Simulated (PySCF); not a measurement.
Species: C₂H₅BO₂.
Structure used (PBE0-D3(BJ)/def2-SVP), in Å, numbered top down from 1:
```xyz
10
C2H5BO2 angstrom
C      1.7652   -0.2539    0.2683
C      0.5533   -0.7810    0.0561
B     -0.7180    0.0898   -0.1946
O     -0.5877    1.4501   -0.2219
O     -1.9053   -0.5622   -0.3742
H      1.9106    0.8319    0.2737
H      2.6536   -0.8698    0.4444
H      0.4451   -1.8723    0.0578
H     -1.4015    1.9402   -0.3673
H     -2.6653    0.0054   -0.5316
```

Computed, not measured: MP2 and CCSD/aug-cc-pVDZ in PySCF, restricted Hartree–Fock reference, frozen core, non-relativistic, gas phase, PBE0-D3(BJ)/def2-SVP geometry.

E(HF) = -253.19133 Eh.

(1) How large is the problem?

(2) What are the MP2 and CCSD correlation energies?

(3) What is the T1 diagnostic?

(4) How does correlation change the dipole moment?

Answers

(1) 160 basis functions and 38 electrons; 5 orbitals frozen, which leaves o = 14 correlated occupied and v = 141 virtual orbitals. That is o·v = 1974 singles and o·v(o·v + 1)/2 = 1949325 distinct closed-shell doubles amplitudes before symmetry; the costliest CCSD step grows as o²v⁴ = 7.7 × 10^10.

(2) MP2 -0.7551 Eh and CCSD -0.7899 Eh, which gives totals of -253.94645 and -253.98123 Eh. That is 0.768 eV for each correlated electron at CCSD (2074 kJ/mol in all, 0.311 % of the total energy); MP2 gives 95.6 % of the CCSD value.

(3) 0.0137, below the customary warning level of 0.02. It is the norm of the spatial-orbital singles amplitudes over the root of the number of correlated electrons, so the norm is 0.072.

(4) HF gives 2.17 D and CCSD (unrelaxed density) 2.17 D, a change of 0.00 D.

Connected triples and the basis-set limit are missing.

The job also held the EOM ionisation roots. Time: 5.9 min wall; peak memory 2.9 GiB. Hardware: Arm Neoverse V1, one thread, on a shared host.

One conformer stands for the species.
